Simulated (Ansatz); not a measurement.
Cost and result for the atomization energy of `FC[SiH]1[SiH2][Se]1` (10 atoms, 10 bonds).

```
atom   x (Å)   y (Å)   z (Å)
  F1   0.746  -1.992  -1.541
  C2   0.169  -1.677  -0.317
 Si3  -0.621   0.043  -0.385
 Si4   0.405   1.847   0.495
 Se5  -1.269   0.803   1.677
  H6   0.940  -1.712   0.458
  H7  -0.584  -2.439  -0.086
  H8  -1.631   0.150  -1.465
  H9   0.093   3.228   0.058
 H10   1.752   1.750   1.106
```

Charge 0, multiplicity 1. Correlated methods include outer-core shells of Se, which these sets cover unevenly. Scalar relativity is left out up to krypton. Geometry: relaxed with PBE0-D4/def2-TZVP. It is one conformer, not always the lowest. Program: Ansatz. All runs use 4 threads of an Arm Neoverse V2 on a shared host. Times are those of one run each, without the atoms' runs, and a repeat can differ threefold. Electronic energies, without spin–orbit coupling; frozen cores. CCSD(T)/CBS adds CCSD(T) − MP2 in def2-TZVPP to the MP2 limit, and its time is that of the two runs behind it. T1 = 0.012. With those shells the extrapolation isn't a true limit. B3LYP takes the VWN-RPA correlation (the form of Gaussian; ORCA's B3LYP/G).

CCSD(T)/CBS is a level of theory with its own doubt, some kJ/mol a heavy atom from the limit and from the frozen cores, so smaller differences don't rank the functionals.

```
                             level  functions  wall time
   PBE-D4/def2-TZVPP (with forces)        264      2.7 s
                PBE0-D4/def2-TZVPP        264      3.9 s
r2SCAN-D4/def2-TZVPP (with forces)        264      4.9 s
 B3LYP-D4/def2-TZVPP (with forces)        264        6 s
                 B2PLYP/def2-TZVPP        264      6.5 s
                ωB97X-V/def2-TZVPP        264      9.5 s
  ωB97M-V/def2-TZVPP (with forces)        264       15 s
                    MP2/def2-QZVPP        493       25 s
                CCSD(T)/def2-TZVPP        264    4.1 min
                 CCSD(T)/CBS(def2)          –    4.5 min
```

(1) What atomization energy does each give, and how far from CCSD(T)/CBS? (An estimate is asked.)

Results:

(1) The calculation gave: 
| level | atomization (kcal/mol) | difference from CCSD(T)/CBS | per bond |
| --- | --- | --- | --- |
| PBE-D4/def2-TZVPP (with forces) | 795.0 | 10.3 | 1.0 |
| PBE0-D4/def2-TZVPP | 782.8 | -1.9 | -0.2 |
| r2SCAN-D4/def2-TZVPP (with forces) | 787.7 | 3.0 | 0.3 |
| B3LYP-D4/def2-TZVPP (with forces) | 778.1 | -6.6 | -0.7 |
| B2PLYP/def2-TZVPP | 768.5 | -16.2 | -1.6 |
| ωB97X-V/def2-TZVPP | 788.8 | 4.1 | 0.4 |
| ωB97M-V/def2-TZVPP (with forces) | 781.6 | -3.1 | -0.3 |
| MP2/def2-QZVPP | 785.3 | 0.6 | 0.1 |
| CCSD(T)/def2-TZVPP | 759.3 | -25.4 | -2.5 |
| CCSD(T)/CBS(def2) | 784.7 | 0.0 | 0.0 |

From PBE to PBE0 (25 % exact exchange), in def2-TZVPP and without D4, the atomization energy moves by −11.2 kcal/mol: exact exchange takes away binding that semilocal exchange gives to molecules. The D4 term adds +10.6 kcal/mol with B3LYP and +5.6 kcal/mol with PBE0; it sums over pairs of atoms, weighted by their polarisabilities, and B3LYP, whose exchange is more repulsive, gets the larger term. In def2-TZVPP, CCSD(T) changes the Hartree–Fock value by +198.7 kcal/mol (the triples alone add +13.5 kcal/mol) and MP2 by +209.9 kcal/mol; breaking electron pairs costs correlation energy, which Hartree–Fock lacks.
